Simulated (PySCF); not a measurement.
PySCF 2.14 output of an unrestricted revPBE calculation on a single atom or ion in x2c-TZVPPall with one added diffuse shell each of s, p, d, f type (12s8p8d5f2g, 129 functions), with scalar relativity by spin-free X2C-1e:

```
SCF conv_tol = 1e-09
number electrons alpha = 31  beta = 28
    Y. Zhang and W. Yang.,  Phys. Rev. Lett. 80, 890 (1998)
    J. P. Perdew, K. Burke, and M. Ernzerhof.,  Phys. Rev. Lett. 77, 3865 (1996)
    J. P. Perdew, K. Burke, and M. Ernzerhof.,  Phys. Rev. Lett. 78, 1396 (1997)
cycle= 1 E= -9236.43973483316  delta_E= -0.0247  |g|= 0.037  |ddm|= 0.879
cycle= 2 E= -9236.44023111028  delta_E= -0.000496  |g|= 0.0179  |ddm|= 0.186
cycle= 3 E= -9236.44038857614  delta_E= -0.000157  |g|= 0.0141  |ddm|= 0.0965
cycle= 4 E= -9236.44043389797  delta_E= -4.53e-05  |g|= 0.00144  |ddm|= 0.0206
cycle= 5 E= -9236.44043922504  delta_E= -5.33e-06  |g|= 0.000355  |ddm|= 0.0107
cycle= 6 E= -9236.44043975225  delta_E= -5.27e-07  |g|= 0.000291  |ddm|= 0.00448
cycle= 7 E= -9236.44043976537  delta_E= -1.31e-08  |g|= 0.000242  |ddm|= 0.000919
cycle= 8 E= -9236.44043979336  delta_E= -2.8e-08  |g|= 3.67e-05  |ddm|= 0.000494
cycle= 9 E= -9236.44043981325  delta_E= -1.99e-08  |g|= 5.78e-05  |ddm|= 0.000468
cycle= 10 E= -9236.44043977966  delta_E= 3.36e-08  |g|= 1.74e-06  |ddm|= 0.00127
cycle= 11 E= -9236.44043977967  delta_E= -9.09e-12  |g|= 4.64e-07  |ddm|= 2.5e-05
converged SCF energy = -9236.44043977967  <S^2> = 3.7534331  2S+1 = 4.0017162
```

The run itself started from symmetry-adapted Hartree-Fock orbitals and held the occupation by maximum overlap, on a logarithmic radial grid, so the iterations belong to that start.

Question: Which element, charge and spin multiplicity is this?

Answer: Pr (praseodymium, neutral), multiplicity 4; the state was [Xe] 4f2 5d1 6s2, one real determinant (an excited configuration).

⟨L²⟩ = 30.32 against 56 for a pure K term, so this real determinant mixes terms. Spin-orbit coupling, absent here, splits the open shell strongly.
